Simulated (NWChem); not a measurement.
System: CH₄Be; SMILES [BeH][CH3]

Problem. Give the equilibrium geometry at PBE-D3(BJ)/def2-SVP (NWChem) as a list of bonds and angles, with the point group.

Solution. point group C3v; any orientation.
Bond lengths (Å): Be1–H2 1.344, Be1–C3 1.680, C3–H4 1.113, C3–H5 1.113, C3–H6 1.113. Bond angles (°): H2–Be1–C3 180.0, Be1–C3–H4 112.5, Be1–C3–H5 112.5, Be1–C3–H6 112.5, H4–C3–H5 106.3, H4–C3–H6 106.3, H5–C3–H6 106.3.
